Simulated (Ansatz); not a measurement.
Reaction (formal exchange of groups at a C–C bond): `CB1C=C1CF` + `C#N` → `N#CCF` + `CB1C=C1`

Gas-phase electronic energies from Ansatz, PBE0-D4/def2-TZVP geometries. CBS: MP2 limit from def2 TZ/QZ plus the TZ coupled-cluster correction, frozen cores. This one scheme is used for every species. Functionals use def2-TZVPP. Each species was taken in one conformer, which may not be the lowest.

```json
{"species": "`CB1C=C1CF`", "PBE0 energy (Eh)": "-280.46870"}
{"species": "`C#N`", "PBE0 energy (Eh)": "-93.34574"}
{"species": "`N#CCF`", "PBE0 energy (Eh)": "-231.81558"}
{"species": "`CB1C=C1`", "PBE0 energy (Eh)": "-141.99487"}
```

Q: Work out ΔE.

A: ΔE = (-231.81558) + (-141.99487) − (-280.46870) − (-93.34574) = 0.00399 Eh = +2.5 kcal/mol. CCSD(T)/CBS gives +3.7 kcal/mol.

Largest T1 diagnostic among the species: 0.014.

The D4 term adds +0.8 kcal/mol with B3LYP and +0.5 kcal/mol with PBE0; it sums over pairs of atoms, weighted by their polarisabilities, and B3LYP, whose exchange is more repulsive, gets the larger term. In def2-TZVPP, CCSD(T) changes the Hartree–Fock value by +1.4 kcal/mol (the triples alone add +0.2 kcal/mol) and MP2 by +1.6 kcal/mol.

B3LYP here is the variant with VWN-RPA as its local correlation; programs differ in this.
